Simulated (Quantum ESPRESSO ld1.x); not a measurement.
The numbers below are computed, except where a source is named.
Coherent X-ray form factor from a spherical all-electron density. Code: ld1.x of Quantum ESPRESSO 7.5. Model: scalar-relativistic Kohn-Sham, LDA (Slater exchange, Perdew-Wang correlation), spin-polarised, spherical densities, point nucleus.

sin(theta)/lambda (1/angstrom)  f0 (electrons)
0.05                                    35.436
0.1                                     33.897
0.15                                    31.753
0.2                                     29.410
0.25                                    27.165
0.3                                     25.160
0.4                                     21.913
0.5                                     19.352
0.6                                     17.123
0.8                                     13.250
1                                       10.275
1.25                                     7.893
1.5                                      6.568
2                                        5.186

The species is in the configuration that NIST lists as its ground one. Which atom or ion scatters so?

Answer. The rubidium ion Rb+, [Ar] 3d10 4p6 4s(up 1, down 1). Extrapolating in s^2 from the first two rows gives f0(0) = 35.9, near the electron count 36; among species with that count, the fall with angle is slower the higher Z, and the table is that of Z = 37; from so few rows the species is fixed only to a neighbour or two.
